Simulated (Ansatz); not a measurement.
`C[O][Al]([F])[Br]`. Total charge 0; spin multiplicity 1. The geometry is a stationary point of PBE0-D4/def2-TZVP. It is one conformer, not always the lowest.

```xyz
8

C    -1.306    0.118    0.043
O    -0.040    0.303    0.616
Al    1.533   -0.023    0.189
F     2.738    0.387    1.216
Br    2.050   -1.004   -1.750
H    -1.252   -0.360   -0.941
H    -1.803    1.086   -0.071
H    -1.919   -0.507    0.697
```

Q: What is the dipole moment at B3LYP/def2-TZVPP? (An estimate is asked.)

A: The calculation gave: 2.04 D, with components (-1.92, -0.18, -0.67) D in this frame, pointing from negative to positive charge.

Q: And with PBE, r2SCAN, ωB97M-V? (An estimate is asked.)

A: The calculation gave: PBE 1.97 D, r2SCAN 1.99 D, ωB97M-V 2.01 D.

Q: Give the Mulliken charges with B3LYP, PBE, ωB97M-V in def2-TZVPP. (Estimate.)

A: The calculation gave: 
| atom | B3LYP | PBE | ωB97M-V |
| --- | --- | --- | --- |
| C1 | -0.11 | -0.13 | -0.16 |
| O2 | -0.36 | -0.29 | -0.35 |
| Al3 | 0.73 | 0.63 | 0.70 |
| F4 | -0.34 | -0.30 | -0.33 |
| Br5 | -0.22 | -0.21 | -0.20 |
| H6 | 0.09 | 0.09 | 0.11 |
| H7 | 0.10 | 0.10 | 0.12 |
| H8 | 0.10 | 0.10 | 0.12 |

B3LYP here is the variant with VWN-RPA as its local correlation; programs differ in this.

Results of the Gaussian-basis code of Ansatz.
